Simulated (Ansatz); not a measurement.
C5H13In, SMILES `CC(C)(C)[CH2][InH2]`, 19 atoms. Total charge 0; spin multiplicity 1. Correlated methods include outer-core shells of In, which these sets cover unevenly. In: def2 effective core potential. All runs use 4 threads of an AMD EPYC 9R45 on a shared host. Correlated methods freeze the cores.

Q: How many basis functions does each run have, and how long does it take in Ansatz? RKS PBE0-D4/def2-QZVPP energy; RKS PBE-QIDH (frozen core)/def2-TZVPP energy; RKS PBE0-D4/def2-SVP energy; direct RPA on PBE orbitals/def2-TZVPP energy; RHF-MP2/def2-TZVPP energy; RKS ωB97M-V/def2-QZVPP energy; RKS PBE0-D4/def2-TZVP relaxation (20 steps); RKS CAM-B3LYP-D4/def2-TZVPP energy; RKS r2SCAN0-D4/def2-TZVPP energy; RHF-CCSD(T)/def2-SVP energy; RKS ωB97M-V/def2-SVP energy; RKS r2SCAN-D4/def2-TZVPP energy and forces. (An estimate is asked.)

A: The calculation gave: Other jobs shared the machine, so times are rough.

| level | job | functions | wall time | peak host memory (GiB) |
| --- | --- | --- | --- | --- |
| RKS PBE0-D4/def2-SVP | energy | 161 | 1 s | 0.8 |
| RKS ωB97M-V/def2-SVP | energy | 161 | 3.4 s | 0.8 |
| RKS CAM-B3LYP-D4/def2-TZVPP | energy | 387 | 3.7 s | 1.8 |
| RKS r2SCAN-D4/def2-TZVPP | energy and forces | 387 | 3.8 s | 0.8 |
| RKS r2SCAN0-D4/def2-TZVPP | energy | 387 | 4.2 s | 1.6 |
| RHF-MP2/def2-TZVPP | energy | 387 | 4.5 s | 1.8 |
| direct RPA on PBE orbitals/def2-TZVPP | energy | 387 | 6.5 s | 1.9 |
| RKS PBE-QIDH (frozen core)/def2-TZVPP | energy | 387 | 6.5 s | 1.9 |
| RKS PBE0-D4/def2-QZVPP | energy | 757 | 10 s | 4.2 |
| RHF-CCSD(T)/def2-SVP | energy | 161 | 18 s | 1.9 |
| RKS ωB97M-V/def2-QZVPP | energy | 757 | 18 s | 5.2 |
| RKS PBE0-D4/def2-TZVP | relaxation (20 steps) | 283 | 61 s | 1.2 |
